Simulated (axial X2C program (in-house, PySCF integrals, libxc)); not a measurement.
# FeN: from the spin-free to the two-component result

All values were computed with an in-house relativistic program for diatomic molecules. Spin-free means the one-electron spin-free X2C Hamiltonian; two-component (2c) means X2C with spin–orbit coupling and atomic mean-field two-electron Coulomb and Gaunt terms, so the difference of the two also holds small scalar two-electron terms. Basis: Fe dyall-cv3z [9s10p6d3f2g], N dyall-av3z [7s7p3d2f] (cores contracted in-house); Gaussian nuclei, density fitting, unrestricted open shells. Masses: Fe 55.935 u, N 14.003 u.

Spin-free state: M_S = 5/2, Λ = 0 (beyond evenly filled blocks: σα, π+α, π-α, δ+α, δ-α); fragments Fe + N.

```csv
level,Re (Å),ωe (cm⁻¹),De (eV),μ (D)
PBE0,1.597,840.9,2.349,-4.13
```

Dipoles are positive if N is the positive end.

Two-component determinant lowest at the distance of the search:

Ω = 5/2 (⟨Sz⟩ = 2.50, ⟨Lz⟩ = 0.00 at PBE0); fragments Fe + N.

```json
{"level": "PBE0", "Re (Å)": "1.597", "ωe (cm⁻¹)": "839.8", "μ (D)": "-4.13"}
```

Problem. From the two tables, how do the constants change at the PBE0 level (2c against spin-free)?

Solution. At the PBE0 level Re is unchanged within 0.001 Å and ωe falls by 1.1 cm⁻¹.

The state is a single determinant with fixed occupations, the lowest that a limited PBE0 search found. De is counted from the lowest determinant-based energies of the atoms at the same level, without counterpoise correction. De is not given where an atomic determinant may have missed its ground term or J level, or where the truncated virtual space spoils (T). Density functionals use the spin component along the axis (collinear). PBE0 can misorder states that lie within some tenths of an eV, so this need not be the ground state of the molecule. The nearest other spin-free determinant of the search, M_S = 3/2, Λ = 1, lies 0.40 eV up at the distance of the search. The functionals have no current-density term, which raises determinants with orbital currents, atoms included. With several unpaired electrons one determinant need not be a pure state. This is the top spin component of a Σ state; components of lower Ω are not single determinants and can lie lower. The determinant is spin-polarised beyond a pure state at some levels (its spin-free form has ⟨S²⟩ too high), which makes Re and μ there less reliable.
